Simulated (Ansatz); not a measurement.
Consider the substitution at a C–Zn bond: `[F][Zn][CH2][SiH3]` + `[CH3][AlH][OH]` → `[CH3][AlH][O]C[SiH3]` + `[F][ZnH]`.

Computed with Ansatz on PBE0-D4/def2-TZVP structures; ΔE is electronic, products minus reactants. CCSD(T)/CBS is the MP2 limit (def2-TZVPP, def2-QZVPP) plus CCSD(T) − MP2 in def2-TZVPP, frozen cores. For Zn outer-core shells are correlated without core-valence functions, which leaves a few kJ/mol of doubt a bond. Scalar relativity is left out up to krypton. Each species was taken in one conformer, which may not be the lowest.

```json
{"level": "MP2/def2-QZVPP", "ΔE (kJ/mol)": "127.9"}
{"level": "MP2/CBS(def2)", "ΔE (kJ/mol)": "130.2"}
```

**Question.** What does CCSD(T)/CBS give? (Estimate.)

**Answer.** Ansatz gave: +117.3 kJ/mol. The listed levels differ from it by 10.6, 12.9 kJ/mol.

Largest T1 diagnostic among the species: 0.018.

The D4 term adds −3.7 kJ/mol with B3LYP and −2.3 kJ/mol with PBE0; it sums over pairs of atoms, weighted by their polarisabilities, and B3LYP, whose exchange is more repulsive, gets the larger term. In def2-TZVPP, CCSD(T) changes the Hartree–Fock value by +17.2 kJ/mol (the triples alone add +1.5 kJ/mol) and MP2 by +30.1 kJ/mol.

B3LYP here is the variant with VWN-RPA as its local correlation; programs differ in this.
